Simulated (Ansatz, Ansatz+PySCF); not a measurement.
```xyz
2

Cu    0.0000    0.0000   -0.0738
H     0.0000    0.0000    2.1404
```

Basis set: STO-3G (spherical functions). Left uncorrelated: 5 orbitals. Charge 0, multiplicity 1.

Computed with Ansatz (development build ahead of 0.2.0); each method stands on the lowest determinant of its kind that the runs found. Restricted open shells among the atoms or ions are ROHF, correlated in semicanonical orbitals with singles.

The atomization energy at this shape (free ground-state atoms in the same class of orbitals less the molecule, no zero-point energy) of singlet CuH:

```
 method  atomization energy
UHF-MP2      12.21 kcal/mol
    UHF      13.28 kcal/mol
    RHF      29.32 kcal/mol
```

Question: What does RHF-MP2 give?

Answer: 42.40 kcal/mol. Caution: another spin multiplicity may lie lower. Caution for UHF-MP2, UHF: a free atom is spin contaminated; the determinant breaks the point group; the unrestricted determinant is a mixture of spin states. Caution for UHF-MP2: bonds are stretched, where a single reference can fail. Caution for RHF-MP2, RHF: an unrestricted determinant lies well below. Caution for RHF-MP2: large amplitudes, a single reference is doubtful.

This basis has no polarisation functions and is too small for such energies, which can lie far from measured ones in either direction.
